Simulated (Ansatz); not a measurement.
## Two structures, one formula

Two relaxed structures of CH$_{3}$NTe, closed shell (PBE0-D4/def2-TZVP; forces vanish, vibrations not checked).

A:

```
6
angstrom
C 0.0390 0.1659 1.2714
N 0.2168 0.6022 2.3338
Te -0.6102 -1.2782 -2.7284
H -0.3201 -0.6464 -1.2243
H -0.0088 0.0879 -3.4451
H 0.3694 0.9767 3.2455
```

B:

C1  (-0.169, -0.036, -0.521)
N2  (0.184, 0.733, 0.597)
Te3  (1.381, -1.036, 0.604)
H4  (-1.119, -0.563, -0.552)
H5  (0.214, 0.323, -1.470)
H6  (-0.491, 0.579, 1.343)
(Å)

Computed with Ansatz 0.2.0 (basis: def2-TZVPP); correlated methods freeze the cores. Filled d shells of the heavier atoms are correlated. Core potentials replace the inner electrons of the atoms past krypton. The def2 sets are not built for correlating such inner shells, so the correlated values are less sure here. B3LYP uses VWN-RPA correlation.

Task: Which structure is lower at CCSD(T), and by how much? (An estimate is asked for; the value comes from the calculation.)

Result: By the calculation: B, by 0.588 eV (electronic energy, against the other). By their contacts, A is a complex of HCN ([C][NH]) + H₂Te and B is CH₃NTe ([CH2]1[NH][Te]1).

Task: Do the other methods give the same order? (A judgement: the text doesn't fix the answer.)

Result: The calculation gives: Not all: HF gives the other order.

```csv
method,E(B) − E(A) (eV)
PBE-D4,-1.004
r2SCAN-D4,-0.894
PBE0-D4,-0.941
B3LYP-D4,-0.645
wB97M-V,-0.554
HF,0.173
MP2,-0.897
CCSD,-0.466
CCSD(T),-0.588
```

No T1 diagnostic of these runs exceeds 0.013. The restricted Hartree–Fock reference is unstable towards an unrestricted one at one or more of these structures.

Labels in which every atom is bracketed show which atoms are joined, not bond orders.

For scale, one of the runs: CCSD(T)/def2-TZVPP, 154 basis functions, launched by `ansatz run in.yaml --threads 2 --pin off --events-out ev --progress --plain --max-ram 4352MiB`. Time: 39 s of wall clock on 2 CPU threads of an Arm Neoverse V1; the host was shared. Peak host memory: 1.2 GiB.
